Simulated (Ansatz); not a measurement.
System: CeO$_{2}$ (charge 0, singlet). 
Structure (B3LYP-D3(BJ)/def2-TZVP (Ansatz, an electronic-structure program) minimum search):
```xyz
3

Ce     0.0301     0.1167     0.0631
O      1.1851    -0.1702    -1.3144
O     -1.4035    -0.6762     0.8568
```

Dipole moments at this geometry, in debye (magnitudes).

```tsv
level	program	dipole (D)
SVWN5/def2-TZVP	Ansatz	3.79
BLYP/def2-TZVP	Ansatz	3.84
revPBE/def2-TZVP	Ansatz	3.77
r2SCAN/def2-TZVP	Ansatz	4.03
B97M-V/def2-TZVP	Ansatz	4.08
B3LYP/def2-TZVP	Ansatz	4.09
BHLYP/def2-TZVP	Ansatz	4.47
r2SCAN0/def2-TZVP	Ansatz	4.27
HSE06/def2-TZVP	Ansatz	4.09
CAM-B3LYP/def2-TZVP	Ansatz	4.22
LC-wPBE/def2-TZVP	Ansatz	4.19
wB97M-V/def2-TZVP	Ansatz	4.24
wB97X-V/def2-TZVP	Ansatz	4.21
```
